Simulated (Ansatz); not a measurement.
A further run on Nb₄⁺ (the lowest doublet isomer of a short search).

```yaml
crystal:
  periodic: [false, false, false]
  atoms:
    - {symbol: Nb, position_ang: [-1.239598, 0.720391, 0.581708]}
    - {symbol: Nb, position_ang: [0.915894, -0.365960, 1.198777]}
    - {symbol: Nb, position_ang: [-0.316206, -1.318411, -0.745518]}
    - {symbol: Nb, position_ang: [0.639910, 0.963970, -1.034957]}
basis:
  gaussian: {orbitals: STO-3G}
total_charge: 1
magnetization: {spin_polarized: true, initial_magnetization: 1}
hamiltonian: {xc: {name: B3LYP}, dispersion: d4}
accuracy: high
scf: {omitted_lower_state_checks: [starts]}
```

```sh
$ ansatz run in.yaml --threads 4 --pin off --events-out ev --progress --plain --max-ram 3916MiB
```

Output, abridged:

```
Functional definition: B3LYP
2259 factors; integrals over basis functions are off by at most 4.7e-9 eV
mean field evaluation 1: about -404649.3218 eV, gradient 2.4e1 eV
mean field evaluation 2: about -404646.1825 eV, gradient 3.4e1 eV
mean field evaluation 4: about -404653.3192 eV, gradient 3.6e0 eV
mean field evaluation 8: about -404653.3864 eV, gradient 9.4e-1 eV
mean field evaluation 16: about -404653.3913 eV, gradient 3.1e-3 eV
mean field evaluation 32: about -404653.3913 eV, gradient 5.3e-5 eV
mean field -404653.39129690 eV, -14870.7378462411 hartree, gradient 5.2e-8 eV, S^2 0.786164; 0 other end points of the search recorded, 0 dependent functions left out
reference -404653.39133065 eV, -14870.7378474815 hartree; 82, 81 occupied and 26, 27 virtual orbitals, 2259 factors
Total energy: -404653.71861238 eV, -14870.7498748633 hartree
Checks for a lower state left out: starts
```

Run time 32 s (4 threads of Arm Neoverse V1 on a shared host), peak host memory 1.3 GiB.

B3LYP takes the VWN-RPA correlation.
